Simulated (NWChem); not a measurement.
Program: NWChem. System: H5Cl2NSi2, charge 0, spin multiplicity 1, at a geometry optimised with B3LYP/def2-SVP. The structure started from a generated list of species. Level: BHandHLYP/def2-SVP.

Job file:

```
start mol
memory heap 200 mb stack 800 mb global 1000 mb
geometry units angstroms nocenter noautoz noautosym
  N     -1.733222    -1.324485    -0.262366
  Si    -0.967538     0.212924    -0.318682
  Cl    -1.743938     1.655048     1.021421
  Si     1.276756     0.043885     0.349075
  Cl     2.328731    -1.215284    -0.949779
  H     -2.621361    -1.476192    -0.732732
  H     -1.637026    -1.933813     0.544655
  H     -1.169089     0.757914    -1.685059
  H      1.932356     1.380087     0.342684
  H      1.357154    -0.527925     1.723597
end
basis spherical
  * library def2-svp
end
dft
  xc bhlyp
  semidirect memsize 60000000 filesize 0
  iterations 100
end
task dft energy
```

NWChem printed:

```
             Northwest Computational Chemistry Package (NWChem) 7.3.0
             --------------------------------------------------------

                                NWChem Input Module
                                -------------------

 Scaling coordinates for geometry "geometry" by  1.889725989
 (inverse scale =  0.529177249)

                             Geometry "geometry" -> ""
                             -------------------------

 Output coordinates in angstroms (scale by  1.889725989 to convert to a.u.)

  No.       Tag          Charge          X              Y              Z
 ---- ---------------- ---------- -------------- -------------- --------------
    1 N                    7.0000    -1.73322200    -1.32448500    -0.26236600
    2 Si                  14.0000    -0.96753800     0.21292400    -0.31868200
    3 Cl                  17.0000    -1.74393800     1.65504800     1.02142100
    4 Si                  14.0000     1.27675600     0.04388500     0.34907500
    5 Cl                  17.0000     2.32873100    -1.21528400    -0.94977900
    6 H                    1.0000    -2.62136100    -1.47619200    -0.73273200
    7 H                    1.0000    -1.63702600    -1.93381300     0.54465500
    8 H                    1.0000    -1.16908900     0.75791400    -1.68505900
    9 H                    1.0000     1.93235600     1.38008700     0.34268400
   10 H                    1.0000     1.35715400    -0.52792500     1.72359700

 Effective nuclear repulsion energy (a.u.)     412.2871630595

            Nuclear Dipole moment (a.u.)
            ----------------------------
        X                 Y               Z
 ---------------- ---------------- ----------------
     0.0000245664    -0.0000188973    -0.0000018897


 Summary of "ao basis" -> "" (spherical)
 ------------------------------------------------------------------------------
       Tag                 Description            Shells   Functions and Types
 ---------------- ------------------------------  ------  ---------------------
 *                          def2-svp                  on all atoms

                                 NWChem DFT Module
                                 -----------------

 Summary of "ao basis" -> "ao basis" (spherical)
 ------------------------------------------------------------------------------
       Tag                 Description            Shells   Functions and Types
 ---------------- ------------------------------  ------  ---------------------
 N                          def2-svp                 6       14   3s2p1d
 Si                         def2-svp                 8       18   4s3p1d
 Cl                         def2-svp                 8       18   4s3p1d
 H                          def2-svp                 3        5   2s1p

 Summary of "ao basis" -> "ao basis" (spherical)
 ------------------------------------------------------------------------------
       Tag                 Description            Shells   Functions and Types
 ---------------- ------------------------------  ------  ---------------------
 N                          def2-svp                 6       14   3s2p1d
 Si                         def2-svp                 8       18   4s3p1d
 Cl                         def2-svp                 8       18   4s3p1d
 H                          def2-svp                 3        5   2s1p

            General Information
            -------------------
          SCF calculation type: DFT
          Wavefunction type:  closed shell.
          No. of atoms     :    10
          No. of electrons :    74
           Alpha electrons :    37
            Beta electrons :    37
          Charge           :     0
          Spin multiplicity:     1
          Use of symmetry is: off; symmetry adaption is: off
          Maximum number of iterations: 100
          AO basis - number of functions:   111
                     number of shells:    53
          Convergence on energy requested:  1.00D-06
          Convergence on density requested:  1.00D-05
          Convergence on gradient requested:  5.00D-04

              XC Information
              --------------
                        BHLYP Method XC Functional
                     Hartree-Fock (Exact) Exchange  0.500
                        Slater Exchange Functional  0.500 local
                    Becke 1988 Exchange Functional  0.500 non-local
              Lee-Yang-Parr Correlation Functional  1.000

             Grid Information
             ----------------
          Grid used for XC integration:  medium
          Radial quadrature: Mura-Knowles
          Angular quadrature: Lebedev.
          Tag              B.-S. Rad. Rad. Pts. Rad. Cut. Ang. Pts.
          ---              ---------- --------- --------- ---------
          N                   0.65       49          12.0       434
          Si                  1.10       88          11.0       590
          Cl                  1.00       88          12.0       590
          H                   0.35       45          13.0       434
          Grid pruning is: on
          Number of quadrature shells:   626
          Spatial weights used:  Erf1

          Convergence Information
          -----------------------
          Convergence aids based upon iterative change in
          total energy or number of iterations.
          Levelshifting, if invoked, occurs when the
          HOMO/LUMO gap drops below (HL_TOL):  1.00D-02
          DIIS, if invoked, will attempt to extrapolate
          using up to (NFOCK): 10 stored Fock matrices.

                    Damping( 0%)  Levelshifting(0.5)       DIIS
                  --------------- ------------------- ---------------
          dE  on:    start            ASAP                start
          dE off:    2 iters        100 iters           100 iters

      Screening Tolerance Information
      -------------------------------
          Density screening/tol_rho:  1.00D-10
          AO Gaussian exp screening on grid/accAOfunc:  14
          CD Gaussian exp screening on grid/accCDfunc:  20
          XC Gaussian exp screening on grid/accXCfunc:  20
          Schwarz screening/accCoul:  1.00D-08

      Superposition of Atomic Density Guess
      -------------------------------------

 Sum of atomic energies:       -1552.86470370

      Non-variational initial energy
      ------------------------------

 Total energy =   -1554.396597
 1-e energy   =   -2969.312775
 2-e energy   =    1002.629015
 HOMO         =      -0.296187
 LUMO         =       0.035561

------------------------------------------------------------
EAF file 0: "./mol.aoints.0" size=524288 bytes
------------------------------------------------------------
               write      read    awrite     aread      wait
               -----      ----    ------     -----      ----
     calls:        1         0         0         0         0
   data(b): 5.24e+05  0.00e+00  0.00e+00  0.00e+00
   time(s): 0.00e+00  0.00e+00  0.00e+00  0.00e+00  0.00e+00
rate(mb/s): 0.00e+00  0.00e+00
------------------------------------------------------------

   convergence    iter        energy       DeltaE   RMS-Dens  Diis-err    time
 ---------------- ----- ----------------- --------- --------- ---------  ------
 d= 0,ls=0.0,diis     1  -1556.6497823489 -1.97D+03  1.03D-02  4.86D-01     3.4
 d= 0,ls=0.0,diis     2  -1556.6866039532 -3.68D-02  4.03D-03  2.48D-01     4.4
 d= 0,ls=0.0,diis     3  -1556.7195322116 -3.29D-02  7.04D-04  1.19D-02     5.3
 d= 0,ls=0.0,diis     4  -1556.7208535395 -1.32D-03  2.38D-04  9.35D-04     6.3
 d= 0,ls=0.0,diis     5  -1556.7209738212 -1.20D-04  5.68D-05  3.50D-05     7.2
  Resetting Diis
 d= 0,ls=0.0,diis     6  -1556.7209788207 -5.00D-06  1.35D-05  1.69D-06     8.2
 d= 0,ls=0.0,diis     7  -1556.7209790732 -2.53D-07  2.79D-06  3.73D-08     9.1

         Total DFT energy =    -1556.720979073243
      One electron energy =    -2972.592136240114
           Coulomb energy =     1110.805069438606
    Exchange-Corr. energy =     -107.221075331216
 Nuclear repulsion energy =      412.287163059481

 Numeric. integr. density =       74.000013256983

     Total iterative time =      8.6s

                       DFT Final Molecular Orbital Analysis
                       ------------------------------------

 Vector   35  Occ=2.000000D+00  E=-3.688493D-01
              MO Center=  1.8D+00, -6.3D-01, -3.6D-01, r^2= 4.1D+00
   Bfn.  Coefficient  Atom+Function         Bfn.  Coefficient  Atom+Function
  ----- ------------  ---------------      ----- ------------  ---------------
    80      0.439156   5 Cl py               81     -0.322414   5 Cl pz
    77      0.315801   5 Cl py               78     -0.231468   5 Cl pz
    74      0.183366   5 Cl py              107      0.182661  10 H  s
   102     -0.178973   9 H  s               108      0.151262  10 H  s
   103     -0.143983   9 H  s                45     -0.135081   3 Cl pz

 Vector   36  Occ=2.000000D+00  E=-3.454663D-01
              MO Center= -1.4D+00, -5.0D-01, -2.6D-02, r^2= 3.9D+00
   Bfn.  Coefficient  Atom+Function         Bfn.  Coefficient  Atom+Function
  ----- ------------  ---------------      ----- ------------  ---------------
     6      0.302785   1 N  pz                5      0.266132   1 N  py
     9     -0.246331   1 N  pz                4     -0.242352   1 N  px
    44     -0.240059   3 Cl py                8     -0.225428   1 N  py
    43     -0.225550   3 Cl px                7      0.212665   1 N  px
    41     -0.169951   3 Cl py               40     -0.160106   3 Cl px

 Vector   37  Occ=2.000000D+00  E=-3.285988D-01
              MO Center= -4.3D-02,  6.1D-02,  3.5D-02, r^2= 5.4D+00
   Bfn.  Coefficient  Atom+Function         Bfn.  Coefficient  Atom+Function
  ----- ------------  ---------------      ----- ------------  ---------------
    79     -0.290215   5 Cl px               43      0.281734   3 Cl px
    58      0.221301   4 Si px               44     -0.199508   3 Cl py
    22     -0.194934   2 Si px               76     -0.192022   5 Cl px
    40      0.184144   3 Cl px                4     -0.169659   1 N  px
    17     -0.147981   2 Si s                53     -0.144830   4 Si s

 Vector   38  Occ=0.000000D+00  E= 2.653284D-02
              MO Center=  5.8D-01,  1.1D-01,  1.1D-01, r^2= 4.4D+00
   Bfn.  Coefficient  Atom+Function         Bfn.  Coefficient  Atom+Function
  ----- ------------  ---------------      ----- ------------  ---------------
    63      0.665923   4 Si pz               61     -0.451419   4 Si px
    72      0.429182   5 Cl s                62      0.353486   4 Si py
    27      0.350581   2 Si pz              108     -0.310196  10 H  s
    80      0.304479   5 Cl py               79     -0.260979   5 Cl px
    25     -0.252132   2 Si px               81      0.237117   5 Cl pz

 Vector   39  Occ=0.000000D+00  E= 3.464738D-02
              MO Center= -4.0D-01, -2.7D-01,  2.5D-02, r^2= 5.6D+00
   Bfn.  Coefficient  Atom+Function         Bfn.  Coefficient  Atom+Function
  ----- ------------  ---------------      ----- ------------  ---------------
     3      0.909742   1 N  s                62      0.621885   4 Si py
    26      0.530820   2 Si py              103     -0.527026   9 H  s
   108      0.477615  10 H  s                88     -0.426145   6 H  s
    25      0.393460   2 Si px               98     -0.371812   8 H  s
    93     -0.352538   7 H  s                54     -0.273216   4 Si s

 Vector   40  Occ=0.000000D+00  E= 8.141313D-02
              MO Center=  1.6D-01,  8.2D-02,  9.1D-02, r^2= 5.8D+00
   Bfn.  Coefficient  Atom+Function         Bfn.  Coefficient  Atom+Function
  ----- ------------  ---------------      ----- ------------  ---------------
    18      1.279095   2 Si s                54     -1.129328   4 Si s
    61      1.037773   4 Si px               25      0.862132   2 Si px
    17      0.567777   2 Si s                53     -0.528497   4 Si s
     3     -0.462271   1 N  s                98     -0.433121   8 H  s
    88      0.393219   6 H  s               108      0.334068  10 H  s

 center of mass
 --------------
 x =   0.03488313 y =   0.02870957 z =  -0.00161328

 moments of inertia (a.u.)
 ------------------
         943.069642816534         585.021647777222         378.963409230848
         585.021647777222        1815.808568384186        -361.309333987706
         378.963409230848        -361.309333987706        2172.823637226356

     Multipole analysis of the density
     ---------------------------------

     L   x y z        total         alpha         beta         nuclear
     -   - - -        -----         -----         ----         -------
     0   0 0 0      0.000000    -37.000000    -37.000000     74.000000

     1   1 0 0     -0.571480     -0.285752     -0.285752      0.000025
     1   0 1 0     -0.463417     -0.231699     -0.231699     -0.000019
     1   0 0 1      0.071929      0.035966      0.035966     -0.000002

     2   2 0 0    -44.354979   -410.250343   -410.250343    776.145706
     2   1 1 0      5.464077    136.841660    136.841660   -268.219242
     2   1 0 1      2.692567     87.305933     87.305933   -171.919299
     2   0 2 0    -45.075677   -189.113235   -189.113235    333.150794
     2   0 1 1     -2.565156    -87.652423    -87.652423    172.739689
     2   0 0 2    -44.713903    -99.924537    -99.924537    155.135171

 Task  times  cpu:        9.2s     wall:        9.2s

 Total times  cpu:        9.2s     wall:        9.2s
```
